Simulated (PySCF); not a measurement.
Ionisation energy of Ga⁺ by level of theory

Ga⁺ [Ar] 3d10 4s2 (1S) → Ga²⁺ [Ar] 3d10 4s1 (2S), as a difference of total energies. Computed with PySCF 2.14 in def2-TZVPPD (7s5p5d1f, 54 functions), with the non-relativistic Hamiltonian (point nucleus). Correlated levels: valence: [Ar] 3d10 frozen. The calculations carry no spin-orbit coupling.

| method | ionisation energy (eV) |
| --- | --- |
| UHF | 18.445 |
| MP2 (valence) | 19.167 |
| SCS-MP2 (valence) | 19.311 |
| CCSD (valence) | 19.462 |

**Question.** How much does correlation contribute at MP2 (valence)?

**Answer.** 19.167 − (18.445) = 0.722 eV, measured against UHF.

These non-relativistic numbers lack the scalar-relativistic shift.

Errors of the correlated levels include the incompleteness of this basis and the frozen core.

With two correlated electrons CCSD is exact in that space.

For comparison: 20.515 eV (measured; NIST Atomic Spectra Database, ionization energies).
